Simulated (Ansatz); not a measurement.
Ge4H10Si, SMILES `[SiH2]1[GeH2][GeH2][GeH2][GeH2]1` from Hartree–Fock to CCSD(T)

```xyz
15

Si    1.546    1.274   -0.134
Ge    0.813   -0.229   -1.834
Ge   -0.619   -1.822   -0.670
Ge   -1.315   -0.707    1.386
Ge   -0.373    1.535    1.255
H     2.056    2.562   -0.678
H     2.629    0.623    0.655
H     1.972   -0.923   -2.570
H    -0.029    0.540   -2.870
H     0.168   -3.103   -0.340
H    -1.833   -2.211   -1.534
H    -0.733   -1.447    2.604
H    -2.847   -0.675    1.526
H    -1.386    2.467    0.562
H    -0.049    2.115    2.642
```

The species carries charge 0 and has multiplicity 1. Correlated methods include outer-core shells of Ge, which these sets cover unevenly. Scalar relativity is left out up to krypton. Geometry: relaxed with PBE0-D4/def2-TZVP. Frozen core, restricted reference, the Gaussian-basis code of Ansatz.

| basis | HF (Eh) | MP2 corr. | CCSD corr. | (T) | CCSD(T) total |
| --- | --- | --- | --- | --- | --- |
| def2-SVP | -8595.10814 | -1.03205 | -1.07289 | -0.03455 | -8596.21558 |
| def2-TZVPP | -8596.26772 | -1.16664 | -1.21662 | -0.04748 | -8597.53182 |
| def2-QZVPP | -8596.44336 | -2.23138 | – | – | – |
